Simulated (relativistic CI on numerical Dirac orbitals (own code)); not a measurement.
# Ce21+: sensitivity of the levels to the model

Base calculation: Dirac-Coulomb-Breit CI, KLI orbitals optimised for each configuration, model QED, unscaled Slater integrals.

Configurations in the expansion (outside the closed core [Ar] 3d10): 4s2 4p6 4d, 4s2 4p5 4d2, 4s2 4p6 4f, 4s 4p6 4d2, 4s2 4p5 4d 4f, 4s 4p6 4d 4f, 4s2 4p6 5s, 4s2 4p6 5p, 4s2 4p6 5d, 4s2 4p5 4d 5s, 4p6 4d3, 4p5 4d4, 4p5 4d3 4f. Double excitations out of closed p, d and f shells are left out; levels of such configurations are missing from the list, as are those of other unlisted configurations, and high levels can miss mixing partners. These lack a partner that the ground configuration has and come out too high: 4s2 4p5 4d 5s.

Variants: (1) valence Slater integrals scaled by 0.9; (2) Breit term removed; (3) one mean potential for all configurations. Shifts of the energy above 4s2 4p6 4d 2D_3/2, in cm⁻¹, for the lowest level and the first level of each name with at least 55 % of one term (blank where a level changes its place among those of its configuration and J or its character, or is not in the variant):

| Level | Base | Δ(1) | Δ(2) | Δ(3) |
| --- | --- | --- | --- | --- |
| 4s2 4p6 4d 2D_3/2 | 0 | 0 | 0 | 0 |
| 4s2 4p6 4d 2D_5/2 | 36503 | +5 | +1059 | -2 |
| 4s2 4p5 4d2 4D°_1/2 | 756006 | +5869 | +1899 | -101 |
| 4s2 4p5 4d2 4D°_3/2 | 760712 | +5281 | +1841 | -104 |
| 4s2 4p5 4d2 4D°_7/2 | 802348 | +4361 | +2912 | -112 |
| 4s2 4p5 4d2 4G°_9/2 | 805492 | +3773 | +2943 | -110 |
| 4s2 4p5 4d2 4G°_11/2 | 817293 | +3853 | +3526 | -110 |
| 4s2 4p5 4d2 2F°_7/2 | 853387 | -149 | +3049 | -137 |
| 4s2 4p5 4d2 4F°_9/2 | 857236 | +388 | +3529 | -115 |
| 4s2 4p5 4d2 2H°_11/2 | 859173 | +276 | +3606 | -120 |
| 4s2 4p5 4d2 2P°_1/2 | 886696 | -757 | +3680 | -119 |
| 4s2 4p5 4d2 2G°_9/2 | 890774 | -3326 | +3318 | -127 |
| 4s 4p6 4d2 4F_3/2 | 1479140 | +10168 | +2032 | -194 |
| 4s 4p6 4d2 4F_5/2 | 1493208 | +9883 | +2464 | -190 |

At this charge energies of transitions that change n are usually good to better than 1 %, and those within a shell (Δn = 0) to a few per cent.

Ionisation energy from the two ground configurations alone: base 613.562 eV; Breit term removed 613.796 eV. The NIST ASD value (theoretical) is 613 eV.

LS names give the leading component of a level, which can be under half, so a name can repeat, a term be missing and a line seem to break the LS rules.
